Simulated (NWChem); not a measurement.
CH5ClGe; SMILES [CH3][GeH2][Cl]

Problem. Give the equilibrium geometry at PBE-D3(BJ)/def2-SVP (NWChem) as a list of bonds and angles, with the point group.

Solution. point group Cs; any orientation.
Bond lengths (Å): Ge1–C2 1.956, Ge1–Cl3 2.190, Ge1–H4 1.552, Ge1–H5 1.552, C2–H6 1.107, C2–H7 1.108, C2–H8 1.107. Angles (°): C2–Ge1–Cl3 107.8, C2–Ge1–H4 112.3, C2–Ge1–H5 112.3, Cl3–Ge1–H4 106.7, Cl3–Ge1–H5 106.7, H4–Ge1–H5 110.7, Ge1–C2–H6 110.0, Ge1–C2–H7 109.7, Ge1–C2–H8 110.0, H6–C2–H7 109.1, H6–C2–H8 109.0, H7–C2–H8 109.1.
